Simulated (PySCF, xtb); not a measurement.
H2W, SMILES [WH2] (connectivity only; charge and spin as stated), neutral, multiplicity 5.

Harmonic wavenumbers (cm⁻¹) from GFN2-xTB (xtb) at its own minimum, in rising order: 709, 2123, 2184.

Task: What does PBE-D3(BJ)/def2-TZVPD (PySCF) give at its own minimum? (The exact figures need the calculation; the answer reports its results.)

Result: 635, 1903, 1916. Paired by order, the mean absolute difference is 187 cm⁻¹ and the zero-point energies are 7.2 and 6.4 kcal/mol.
